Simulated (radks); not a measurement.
Results of a calculation; reference values are marked as such.
Spin polarisation of the 3d5 shell in the manganese ion Mn+. Start: [Ar] 3d(up 2.5, down 2.5) 4s(up 0.5, down 0.5); electrons of 3d are moved from spin down to spin up, other shells keep equal spins. Level of theory: scalar-relativistic Kohn-Sham, PBEsol, spin-polarised, spherical densities, point nucleus (a radial shooting solver on a logarithmic mesh with Libxc functionals).

moment (Bohr magnetons),E - E(0) (eV),e(3d up) (eV),e(3d down) (eV),4s down minus up (eV),3p down minus up (eV),3s down minus up (eV)
0,0.000,-14.935,-14.935,0.000,0.000,0.000
1,-0.229,-15.360,-14.445,0.278,1.013,1.032
2,-0.915,-15.720,-13.889,0.560,2.026,2.063
3,-2.059,-16.013,-13.266,0.850,3.041,3.095
4,-3.662,-16.234,-12.570,1.153,4.056,4.126
5,-5.723,-16.375,-11.796,1.471,5.071,5.154

At moment 5 the spin-polarisation energy is -5.723 eV and the 3d exchange splitting 4.578 eV, that is 0.916 eV per Bohr magneton; E = -I m^2/4 would give I = 0.916 eV.
